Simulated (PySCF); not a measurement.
# Correlation energy of Cu²⁺ (copper, charge +2)

Starting occupation: [Ar] 3d8 4s1, 3d3/2 with m_j = -1/2, +1/2, +3/2, 3d5/2 with m_j = -3/2, -1/2, +1/2, +3/2, +5/2, 4s1/2 with m_j = +1/2. Calculation: PySCF 2.14, in x2c-TZVPall-2c (6s7p4d1f, 54 functions); X2C-1e with screened-nucleus spin-orbit coupling, Gaussian nucleus. Frozen: [Ne]; 17 electrons correlated; the 6 highest virtual spinors left out.

MP2 pair energies summed by pair of shells (mhartree):

| pair | energy | share (%) |
| --- | --- | --- |
| 3d-3d | -180.61 | 39.9 |
| 3d-3p | -152.90 | 33.7 |
| 3p-3p | -45.74 | 10.1 |
| 3d-3s | -29.45 | 6.5 |
| 3p-3s | -18.48 | 4.1 |
| 3d-4s | -16.75 | 3.7 |
| 3p-4s | -6.01 | 1.3 |
| 3s-3s | -2.69 | 0.6 |
| 3s-4s | -0.50 | 0.1 |

Total MP2 correlation energy: -453.14 mhartree.

The GHF reference relaxed away from the jj start to a determinant that is no pure jj level (⟨S²⟩ = 3.75, ⟨J²⟩ = 24.75); the energies belong to that determinant.

This basis was not built for core-valence correlation, so the inner-shell part is incomplete.
